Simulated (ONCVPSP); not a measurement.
**Transferability test, ONCV potential for potassium (K)**

| Property | Result |
| --- | --- |
| Element | K |
| Generator | ONCVPSP 4.0.1 |
| Type | optimised norm-conserving Vanderbilt (ONCV) |
| Functional | BLYP |
| Relativity | scalar-relativistic |
| Frozen core | [Ne] |
| Valence charge | 9 |
| Reference configuration | 3s2 3p6 (charge +1) |
| Partial waves | 3s: rc 1.25 bohr, ncon 4, nbas 7, qcut 4.7 1/bohr, 1 projector; 3p: rc 2.10 bohr, ncon 3, nbas 7, qcut 7.1 1/bohr, 1 projector; d scattering state at 0.03 Ha: rc 2.30 bohr, ncon 5, nbas 9, qcut 3.8 1/bohr, 3 projectors, debl 2.7 Ha; f scattering state at 0.22 Ha: rc 1.85 bohr, ncon 4, nbas 7, qcut 6.2 1/bohr, 2 projectors, debl 3.5 Ha |
| Local potential | polynomial inside 1.10 bohr (lpopt 5, dvloc0 2 Ha) |
| Core correction | none |

In the d channel the program set the typed energies aside and used 0.050, 2.750, 5.450 Ha.

Energies are relative to the spin-unpolarised reference configuration 3s2 3p6; without spin polarisation the order of configurations can differ from experiment.

Question: Give the all-electron excitation energy and the error of the potential for: 3s2 3p6 4s1; 3s2 3p6 4s0.5; 3s2 3p6 4p1; 3s2 3p6 3d1.

Answer:

| valence configuration | charge | ΔE all-electron (eV) | error AE − PS (meV) |
| --- | --- | --- | --- |
| 3s2 3p6 4s1 | 0 | -4.359 | +28 |
| 3s2 3p6 4s0.5 | +0.5 | -2.723 | +19 |
| 3s2 3p6 4p1 | 0 | -2.711 | +3.2 |
| 3s2 3p6 3d1 | 0 | -1.821 | +0.5 |

Levels in the configuration 3s2 3p6 4p1:

```json
{"level": "3s", "all-electron (eV)": "-36.548", "pseudo (eV)": "-36.540"}
{"level": "3p", "all-electron (eV)": "-20.043", "pseudo (eV)": "-20.034"}
{"level": "4p", "all-electron (eV)": "-1.238", "pseudo (eV)": "-1.238"}
```
